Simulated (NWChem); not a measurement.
# CH$_{5}$AlOS$_{2}$; SMILES C[O][Al]([SH])[SH]

```xyz
10

Al     0.1704     0.0067    -0.0090
O      0.2991     1.6860     0.0361
C     -0.4176     2.8743     0.0145
H     -1.5090     2.7163    -0.0632
H     -0.2295     3.4580     0.9328
H     -0.1090     3.4984    -0.8424
S      2.0117    -1.1541     0.0847
H      2.7701    -0.0369     0.1570
S     -1.7718    -0.9781    -0.1563
H     -1.2328    -2.2178    -0.1502
```
Atoms are numbered in this order, from 1.

Geometry: optimised at PBE0/def2-SVP.

**Question.** Give the principal values of the shielding tensors (ppm) of Al1, O2, C3, S7, S9 from PBE/pcSseg-1, GIAO (NWChem), with their diamagnetic and paramagnetic parts as GIAO splits them.

**Answer.** 
```csv
atom,σ11,σ22,σ33,isotropic,diamagnetic,paramagnetic
Al1,355.7,366.0,434.5,385.4,798.2,-412.8
O2,195.5,315.5,317.1,276.0,395.3,-119.2
C3,92.6,98.1,179.9,123.5,245.3,-121.8
S7,650.9,697.6,878.8,742.4,1058.1,-315.7
S9,692.6,706.1,774.1,724.2,1058.0,-333.7
```
